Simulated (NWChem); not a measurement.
System: C2H6NO cation; SMILES CC([NH3+])=O

```xyz
10

C     -0.6706    -1.2976     0.0369
C      0.2315    -0.1262     0.0108
N     -0.5524     1.2562    -0.0466
O      1.3984    -0.0223     0.0247
H     -1.3342    -1.2608     0.9162
H     -1.3033    -1.3237    -0.8654
H     -0.0571    -2.2062     0.0793
H      0.1468     2.0126    -0.0650
H     -1.1430     1.3360    -0.8866
H     -1.1612     1.3937     0.7727
```
Atoms are numbered in this order, from 1.

Computed with NWChem. The geometry was optimised at PBE0/def2-SVP. Atomic charges in e: unrestrained fits to the electrostatic potential beside Mulliken populations; buried atoms are poorly determined by the fit.

Predict the results for B3LYP/def2-SVP. Quantities: ESP C1; Mulliken C1; ESP C2; Mulliken C2; ESP N3; Mulliken N3; ESP O4; Mulliken O4; relative RMS misfit of the potential (%).


- ESP C1: -0.40
- Mulliken C1: 0.02
- ESP C2: 0.65
- Mulliken C2: 0.06
- ESP N3: -0.36
- Mulliken N3: -0.02
- ESP O4: -0.33
- Mulliken O4: -0.03
- relative RMS misfit of the potential (%): 2
